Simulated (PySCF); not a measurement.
Point-charge models of `FC1=C[C@](F)(C(F)(F)F)OC1` against its computed dipole.

Coordinates (PBE0-D3(BJ)/def2-SVP, Å) and charges (e) from the PBE0/pcSseg-1 density (PySCF):

```csv
atom,x,y,z,Mulliken,IAO,Hirshfeld,ESP-fitted
F1,2.105,1.984,-0.450,-0.2319,-0.2306,-0.0510,-0.1652
C2,1.185,1.049,-0.399,+0.2204,+0.3115,+0.1016,+0.3664
C3,-0.101,1.173,-0.090,-0.1642,-0.2686,-0.1054,-0.4611
C4,-0.704,-0.187,-0.238,+0.3354,+0.4395,+0.1299,+0.3016
F5,-1.648,-0.207,-1.228,-0.2939,-0.3055,-0.1146,-0.1699
C6,-1.413,-0.704,1.023,+0.8490,+0.7915,+0.2368,+0.3842
F7,-2.389,0.133,1.377,-0.2643,-0.2777,-0.0885,-0.1415
F8,-0.545,-0.776,2.030,-0.2612,-0.2760,-0.0902,-0.1417
F9,-1.937,-1.904,0.829,-0.2505,-0.2603,-0.0820,-0.1286
O10,0.328,-1.054,-0.547,-0.4984,-0.3675,-0.1362,-0.3057
C11,1.543,-0.364,-0.718,+0.1126,-0.0775,+0.0074,-0.0335
H12,-0.657,2.069,0.173,+0.1369,+0.1884,+0.0696,+0.2487
H13,1.925,-0.472,-1.748,+0.1546,+0.1645,+0.0608,+0.1279
H14,2.304,-0.762,-0.025,+0.1555,+0.1682,+0.0618,+0.1183
```

Question: Compute μ = Σ q r for each scheme (1 e·Å = 4.803 D) and compare with the dipole of the full density.

Answer: The full density gives (2.50, 1.25, -0.38) D, 2.82 D in size; dipole vectors point from the negative to the positive end.

```json
{"scheme": "Mulliken", "μx": "3.23", "μy": "0.96", "μz": "0.10", "size (D)": "3.37", "share of the full size (%)": "120", "angle to the full dipole (°)": "14"}
{"scheme": "IAO", "μx": "3.10", "μy": "1.21", "μz": "-0.37", "size (D)": "3.34", "share of the full size (%)": "119", "angle to the full dipole (°)": "5"}
{"scheme": "Hirshfeld", "μx": "1.86", "μy": "0.66", "μz": "-0.27", "size (D)": "1.99", "share of the full size (%)": "71", "angle to the full dipole (°)": "7"}
{"scheme": "ESP-fitted", "μx": "2.52", "μy": "1.24", "μz": "-0.39", "size (D)": "2.84", "share of the full size (%)": "101", "angle to the full dipole (°)": "0"}
```

Question: Which set comes closest?

Answer: Length of the difference vector: ESP-fitted 0.03 D, IAO 0.60 D, Hirshfeld 0.88 D, Mulliken 0.92 D. Closest: ESP-fitted. 

Question: What is left for the Hirshfeld atoms' own dipoles?

Answer: The Hirshfeld atoms' densities add up to the full density, so μ = Σ q r + Σ (atomic dipoles). The atomic dipoles sum to (2.50, 1.25, -0.38) − (1.86, 0.66, -0.27) = (0.64, 0.59, -0.11) D, 0.88 D in size.

Question: With the origin at the mean of the coordinates, (0.000, -0.001, -0.001) Å, which are the largest single terms, by size, of the Mulliken dipole along the direction of the full one?

Answer: C6 -6.94, F9 +3.22, F1 -3.13, F7 +2.84, F5 +1.96 D; all 14 atoms together +3.28 D. The single terms depend on the origin, their sum doesn't.

Question: Give the size of the full dipole in other units.

Answer: 2.82 D = 1.108 au = 0.587 e·Å = 9.40 × 10⁻³⁰ C·m.

Geometry: PBE0-D3(BJ)/def2-SVP; no solvent, vibrations or thermal averaging.

Conformer computed: `[F:1][C:2]1=[CH:3][C@:4]([F:5])([C:6]([F:7])([F:8])[F:9])[O:10][CH2:11]1`: C3–C4–C6–F7 59°.
